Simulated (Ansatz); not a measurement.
Molecule: LuF₃ (charge +1, doublet). The spin state was set by rule; other spins were not relaxed. SMILES of the parent species: [F][Lu]([F])[F]
Geometry from a B3LYP-D3(BJ)/def2-TZVP (Ansatz, a program for electronic structure) optimisation:
```
Lu
F 1 1.8846
F 1 2.0530 2 111.86
F 3 2.0335 1 60.31 2 103.22
```
Charge +1, spin multiplicity 2.

### Question
Give the harmonic wavenumbers at B3LYP-D3(BJ)/def2-TZVP (Ansatz, finite differences of forces, unscaled).

### Answer
102, 116, 292, 346, 526, 675 cm⁻¹. Zero-point energy 2.9 kcal/mol.

### Question
From these and the geometry, give the ideal-gas thermochemistry at 298.15 K and 1 atm (rigid rotor, harmonic oscillator).

### Answer
Point group Cs, rotational symmetry number 1. Rotational constants 6.601, 2.938, 2.905 GHz. S(trans) 42.23, S(rot) 26.15, S(vib) 10.16, S(elec, spin only) 1.38, S 79.9 cal/(mol K). H(298) - H(0) 3.98 kcal/mol; G - E(el) -16.9 kcal/mol.
